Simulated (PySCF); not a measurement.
C4H7O2, SMILES [CH]1COCCO1, multiplicity 2. Atoms are numbered in the order given.

```xyz
13

C      0.5831     1.2721     0.1040
C      1.4006     0.0474    -0.1710
O      0.6330    -0.9945    -0.7480
C     -0.5244    -1.2433     0.0187
C     -1.3909     0.0047     0.0839
O     -0.6632     1.1049     0.6275
H      1.0676     2.1866     0.4586
H      1.8660    -0.3297     0.7749
H      2.2237     0.2822    -0.8636
H     -1.0741    -2.0664    -0.4631
H     -0.2510    -1.5621     1.0469
H     -1.7330     0.2667    -0.9338
H     -2.2678    -0.1459     0.7307
```
Charge 0, spin multiplicity 2.

The structure is a stationary point at B3LYP-D3(BJ)/def2-SVP. The isomer is the one that the SMILES or the coordinates give; other isomers of the formula were not compared. Other conformers were not sampled.

Computed with B3LYP-D3(BJ)/def2-SVP in PySCF.

Harmonic, unscaled wavenumbers; measured fundamentals usually lie a few per cent lower.

Computed vibrational spectrum:
```json
[
 {"mode": "1", "ν (cm⁻¹)": "219", "IR (km/mol)": "2.2", "moving atoms (share of kinetic energy)": "H 50 %, C 40 %, O 10 %"},
 {"mode": "2", "ν (cm⁻¹)": "252", "IR (km/mol)": "13.6", "moving atoms (share of kinetic energy)": "O 44 %, C 30 %, H 27 %"},
 {"mode": "3", "ν (cm⁻¹)": "392", "IR (km/mol)": "2.0", "moving atoms (share of kinetic energy)": "H 51 %, O 26 %, C 23 %"},
 {"mode": "4", "ν (cm⁻¹)": "454", "IR (km/mol)": "0.7", "moving atoms (share of kinetic energy)": "O 68 %, C 26 %"},
 {"mode": "5", "ν (cm⁻¹)": "501", "IR (km/mol)": "13.2", "moving atoms (share of kinetic energy)": "H 49 %, C 46 %"},
 {"mode": "6", "ν (cm⁻¹)": "555", "IR (km/mol)": "6.4", "moving atoms (share of kinetic energy)": "H 60 %, C 28 %, O 12 %"},
 {"mode": "7", "ν (cm⁻¹)": "756", "IR (km/mol)": "19.0", "moving atoms (share of kinetic energy)": "C 44 %, H 38 %, O 19 %"},
 {"mode": "8", "ν (cm⁻¹)": "867", "IR (km/mol)": "6.0", "moving atoms (share of kinetic energy)": "C 60 %, H 20 %, O 19 %"},
 {"mode": "9", "ν (cm⁻¹)": "896", "IR (km/mol)": "46.7", "moving atoms (share of kinetic energy)": "H 35 %, O 33 %, C 32 %"},
 {"mode": "10", "ν (cm⁻¹)": "918", "IR (km/mol)": "27.5", "moving atoms (share of kinetic energy)": "C 48 %, H 35 %, O 17 %"},
 {"mode": "11", "ν (cm⁻¹)": "972", "IR (km/mol)": "21.1", "moving atoms (share of kinetic energy)": "C 48 %, H 44 %"},
 {"mode": "12", "ν (cm⁻¹)": "1047", "IR (km/mol)": "5.9", "moving atoms (share of kinetic energy)": "C 50 %, H 40 %, O 9 %"},
 {"mode": "13", "ν (cm⁻¹)": "1075", "IR (km/mol)": "10.0", "moving atoms (share of kinetic energy)": "C 59 %, H 36 %"},
 {"mode": "14", "ν (cm⁻¹)": "1127", "IR (km/mol)": "0.9", "moving atoms (share of kinetic energy)": "C 49 %, H 47 %"},
 {"mode": "15", "ν (cm⁻¹)": "1169", "IR (km/mol)": "65.6", "moving atoms (share of kinetic energy)": "C 51 %, O 43 %"},
 {"mode": "16", "ν (cm⁻¹)": "1228", "IR (km/mol)": "21.9", "moving atoms (share of kinetic energy)": "H 80 %, C 12 %"},
 {"mode": "17", "ν (cm⁻¹)": "1266", "IR (km/mol)": "54.2", "moving atoms (share of kinetic energy)": "H 58 %, C 27 %, O 15 %"},
 {"mode": "18", "ν (cm⁻¹)": "1293", "IR (km/mol)": "83.3", "moving atoms (share of kinetic energy)": "H 67 %, O 20 %, C 13 %"},
 {"mode": "19", "ν (cm⁻¹)": "1313", "IR (km/mol)": "12.9", "moving atoms (share of kinetic energy)": "H 83 %, O 10 %"},
 {"mode": "20", "ν (cm⁻¹)": "1347", "IR (km/mol)": "2.1", "moving atoms (share of kinetic energy)": "H 82 %, C 15 %"},
 {"mode": "21", "ν (cm⁻¹)": "1382", "IR (km/mol)": "31.0", "moving atoms (share of kinetic energy)": "H 64 %, C 34 %"},
 {"mode": "22", "ν (cm⁻¹)": "1410", "IR (km/mol)": "18.9", "moving atoms (share of kinetic energy)": "H 72 %, C 26 %"},
 {"mode": "23", "ν (cm⁻¹)": "1427", "IR (km/mol)": "4.6", "moving atoms (share of kinetic energy)": "H 54 %, C 39 %"},
 {"mode": "24", "ν (cm⁻¹)": "1451", "IR (km/mol)": "1.3", "moving atoms (share of kinetic energy)": "H 92 %"},
 {"mode": "25", "ν (cm⁻¹)": "1471", "IR (km/mol)": "1.3", "moving atoms (share of kinetic energy)": "H 90 %, C 9 %"},
 {"mode": "26", "ν (cm⁻¹)": "1473", "IR (km/mol)": "15.0", "moving atoms (share of kinetic energy)": "H 84 %, C 13 %"},
 {"mode": "27", "ν (cm⁻¹)": "2850", "IR (km/mol)": "90.9", "moving atoms (share of kinetic energy)": "H 93 %"},
 {"mode": "28", "ν (cm⁻¹)": "2966", "IR (km/mol)": "57.3", "moving atoms (share of kinetic energy)": "H 94 %"},
 {"mode": "29", "ν (cm⁻¹)": "3023", "IR (km/mol)": "49.1", "moving atoms (share of kinetic energy)": "H 94 %"},
 {"mode": "30", "ν (cm⁻¹)": "3090", "IR (km/mol)": "23.8", "moving atoms (share of kinetic energy)": "H 92 %, C 8 %"},
 {"mode": "31", "ν (cm⁻¹)": "3100", "IR (km/mol)": "28.0", "moving atoms (share of kinetic energy)": "H 91 %, C 9 %"},
 {"mode": "32", "ν (cm⁻¹)": "3114", "IR (km/mol)": "25.6", "moving atoms (share of kinetic energy)": "H 91 %, C 9 %"},
 {"mode": "33", "ν (cm⁻¹)": "3181", "IR (km/mol)": "21.2", "moving atoms (share of kinetic energy)": "H 92 %, C 8 %"}
]
```
